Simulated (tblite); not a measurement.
Species: C4H10FNSi.
Structure used (GFN2-xTB), in Å, numbered top down from 1:
```
atom  x, y, z in Å
N1     0.727    1.504   -0.802
Si2    0.710    0.460    0.566
C3     2.211   -0.695    0.277
F4     3.375    0.055    0.239
C5    -0.884   -0.538    0.545
C6    -2.186    0.126    0.200
C7    -1.577   -0.845   -0.754
H8     0.008    2.202   -0.910
H9     1.614    1.872   -1.109
H10    0.874    1.095    1.887
H11    2.345   -1.421    1.080
H12    2.165   -1.230   -0.673
H13   -0.960   -1.312    1.300
H14   -3.073   -0.168    0.740
H15   -2.172    1.173   -0.062
H16   -1.142   -0.455   -1.662
H17   -2.042   -1.812   -0.873
```

Computed with GFN2-xTB (tblite): harmonic, unscaled wavenumbers at the GFN2-xTB geometry, gas phase. This tight-binding method is rough: wavenumbers can miss measured ones by several per cent, in bad cases by 10 to 20. Modes of hydrogen on silicon can be 10 to 20 % off. One conformer, not necessarily the lowest.

Harmonic wavenumbers (cm⁻¹): 29.8, 54.3, 99.6, 149.6, 185.9, 243.9, 258.5, 290.2, 349.9, 534.1, 615.8, 646.6, 693.5, 700.8, 755.6, 808.9, 822.8, 847.4, 911.6, 962.7, 1006.8, 1021.7, 1028.2, 1069.4, 1072.0, 1112.0, 1160.8, 1207.4, 1249.9, 1282.6, 1353.6, 1445.2, 1448.0, 1489.6, 1508.5, 2161.6, 2964.1, 2974.7, 3035.4, 3077.5, 3082.9, 3089.8, 3105.4, 3465.3, 3501.5.

A = 4434, B = 1162, C = 1064 MHz; mass 119.057 u (most abundant isotopes); point group C1, symmetry number 1.

**Question.** What is the zero-point energy?

**Answer.** ½Σν̃ = 29438 cm⁻¹ = 84.17 kcal/mol.

**Question.** Give the ideal-gas entropy at 500 K and 1 bar in the rigid-rotor, harmonic-oscillator model (classical rotation).

**Answer.** Translation 42.83, rotation 30.00, vibration 47.28: S = 120.1 cal/(mol K).

**Question.** And Cp and H(500 K) − H(0)?

**Answer.** Cp = 52.29 cal/(mol K), of which vibrations give 44.34 (their classical limit is 45 R = 89.4); H(500 K) − H(0) = 15.64 kcal/mol without the zero-point energy, 11.67 from vibrations.

**Question.** Blend soft modes into free rotors: weight 1/[1 + (100 cm⁻¹/ν̃)⁴] for the oscillator and the rest for a rotor with moment μB/(μ + B), μ = h/(8π²ν), B = 10⁻⁴⁴ kg m². What vibrational entropy results?

**Answer.** 42.71 cal/(mol K) in place of 47.28, which changes −T·S at 500 K by +2.29 kcal/mol.

**Question.** What must be added to the electronic energy to get the Gibbs energy at 500 K and 1 bar?

**Answer.** ZPE + [H(500 K) − H(0)] − T·S = 84.17 + 15.64 − 60.06 = 39.75 kcal/mol.

**Question.** Which modes carry the vibrational entropy at 500 K?

**Answer.** 29.8 cm⁻¹: 6.87; 54.3 cm⁻¹: 5.68; 99.6 cm⁻¹: 4.48; 149.6 cm⁻¹: 3.68; 185.9 cm⁻¹: 3.25; 243.9 cm⁻¹: 2.73 cal/(mol K); the other 39 give 20.59 together.

**Question.** How do the functions run with temperature in this model?

**Answer.** 
| T (K) | S (cal/(mol K)) | Cp (cal/(mol K)) | H − H(0) (kcal/mol) | G − H(0) (kcal/mol) | ln q(vib) |
| --- | --- | --- | --- | --- | --- |
| 150 | 78.1 | 22.5 | 2.36 | -9.35 | 3.54 |
| 250 | 91.6 | 31.3 | 5.04 | -17.85 | 6.06 |
| 298.15 | 97.5 | 35.8 | 6.65 | -22.40 | 7.23 |
| 400 | 109.3 | 44.9 | 10.77 | -32.94 | 9.68 |
| 600 | 130.2 | 58.3 | 21.18 | -56.94 | 14.37 |
| 900 | 156.4 | 70.6 | 40.67 | -100.06 | 20.94 |

q(vib) and H(0) count from the zero-point level.

Hindered rotation and anharmonicity are outside this model. Other conformers, if any are populated, would add a mixing term that is left out. The structure is chiral; the term R ln 2 for an equal mix with its mirror image is left out.
